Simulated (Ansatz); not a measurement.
```yaml
crystal:
  periodic: [false, false, false]
  atoms:
    - {symbol: Si, position_ang: [-1.249601, 1.477316, 0.091448]}
    - {symbol: Si, position_ang: [0.115799, -0.171120, -0.822253]}
    - {symbol: Si, position_ang: [1.506274, -1.385484, 0.464847]}
    - {symbol: S, position_ang: [-0.383436, -2.176434, -0.169400]}
    - {symbol: H, position_ang: [-2.625566, 1.387490, -0.465073]}
    - {symbol: H, position_ang: [-0.695597, 2.825422, -0.207348]}
    - {symbol: H, position_ang: [-1.294841, 1.272107, 1.561662]}
    - {symbol: H, position_ang: [0.377081, -0.062563, -2.281498]}
    - {symbol: H, position_ang: [1.636662, -1.146653, 1.921520]}
    - {symbol: H, position_ang: [2.696325, -2.071182, -0.090905]}
basis:
  gaussian: {orbitals: x2c-TZVPPall}
magnetization: {spin_polarized: true, initial_magnetization: 0}
hamiltonian: {xc: {name: RPBE}}
smearing: {width: 0.1}
```

```sh
$ ansatz run in.yaml --threads 2 --pin off --events-out ev --progress --plain --max-ram 4352MiB
```

Shortened log:

```
Error: YAML parse error: error: line 18 column 1: unknown field `smearing`, expected one of crystal, accuracy, basis, kpoints, hamiltonian, magnetization, projection, total_charge, correlation, batch, efield, external_charges, scf, relax, neb, saddle, md, ramp, phonons, dielectric, real_time, elastic, magnetic_configurations, gw, evaluate, workflow, output, checkpoint, execution
  --> <input>:18:1
   |
16 | magnetization: {spin_polarized: true, initial_magnetization: 0}
17 | hamiltonian: {xc: {name: RPBE}}
18 | smearing: {width: 0.1}
   | ^ unknown field `smearing`, expected one of crystal, accuracy, basis, kpoints, hamiltonian, magnetization, projection, total_charge, correlation, batch, efield, external_charges, scf, relax, neb, saddle, md, ramp, phonons, dielectric, real_time, elastic, magnetic_configurations, gw, evaluate, workflow, output, checkpoint, execution
```

(1) Something in this input is off. What?

## Answers

(1) The input holds a key that doesn't belong there. The program refused the input.
